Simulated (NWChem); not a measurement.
# PbHF, singlet; SMILES [F][PbH]

```xyz
3

Pb     0.0216     0.1993     0.0000
H     -1.8315     0.3160     0.0000
F      0.0066    -1.8511     0.0000
```
Atoms are numbered in this order, from 1.

All runs: NWChem. Medium grid unless said otherwise, to which SCAN and Minnesota functionals are sensitive. Low-valent species are run as closed-shell singlets; no triplet was tried in these runs. All runs use the structure optimised with PBE0-D3(BJ)/def2-TZVP. def2 effective core potentials on Pb; no spin-orbit coupling. Total energies of different functionals are on different scales.

| level | energy (Ha) | highest occupied level (eV) | orbital gap (eV) | dipole (D) |
|---|---|---|---|---|
| B3LYP/def2-SVP | -293.3033 | -6.79 | 3.80 | 3.48 |
| PBE/def2-SVP | -293.1684 | -5.79 | 2.40 | 3.15 |
| PBE0/def2-SVP | -293.1336 | -6.97 | 4.26 | 3.55 |
| B3PW91/def2-SVP | -293.3081 | -6.80 | 3.94 | 3.52 |
| B97-2/def2-SVP | -293.4082 | -6.75 | 4.03 | 3.59 |
| LC-BLYP (range parameter 0.33 per bohr)/def2-SVP | -292.8577 | -9.07 | 8.12 | 3.37 |
| r2SCAN/def2-SVP | -293.2795 | -6.12 | 2.87 | 3.40 |
| CAM-B3LYP/def2-SVP | -293.1753 | -8.22 | 6.40 | 3.56 |
